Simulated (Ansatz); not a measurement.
Mulliken charges of `[OH][W]([OH])([F])([Cl])([Cl])[Cl]` from PBE/def2-TZVPP in Ansatz (PBE0-D4/def2-TZVP geometry).

```json
{"atom": "O1", "x (Å)": "-1.679", "y (Å)": "-0.719", "z (Å)": "0.163", "charge (e)": "-0.210"}
{"atom": "W2", "x (Å)": "-0.047", "y (Å)": "0.151", "z (Å)": "0.187", "charge (e)": "0.799"}
{"atom": "O3", "x (Å)": "1.680", "y (Å)": "0.718", "z (Å)": "-0.160", "charge (e)": "-0.210"}
{"atom": "F4", "x (Å)": "0.333", "y (Å)": "-1.055", "z (Å)": "-1.233", "charge (e)": "-0.271"}
{"atom": "Cl5", "x (Å)": "-0.857", "y (Å)": "1.703", "z (Å)": "-1.330", "charge (e)": "-0.204"}
{"atom": "Cl6", "x (Å)": "-0.500", "y (Å)": "1.592", "z (Å)": "1.882", "charge (e)": "-0.142"}
{"atom": "Cl7", "x (Å)": "0.757", "y (Å)": "-1.381", "z (Å)": "1.724", "charge (e)": "-0.201"}
{"atom": "H8", "x (Å)": "-1.993", "y (Å)": "-1.424", "z (Å)": "-0.410", "charge (e)": "0.220"}
{"atom": "H9", "x (Å)": "2.306", "y (Å)": "0.416", "z (Å)": "-0.823", "charge (e)": "0.220"}
```

**Question.** By hand: the dipole of these point charges (1 e Å = 4.8032 D).

**Answer.** Σ q r = (0.035, -0.111, -0.131) e Å, of length 0.175 e Å = 0.84 D.

**Question.** How does the dipole of the full density compare? (Estimate.)

**Answer.** Ansatz gave: (0.063, -0.203, -0.244) e Å, 1.55 D; the point charges give 0.54 times that, at 1° from its direction.

Point charges leave out the atoms' own dipoles, such as those of lone pairs, and Mulliken's split depends on the basis, so the two needn't agree.
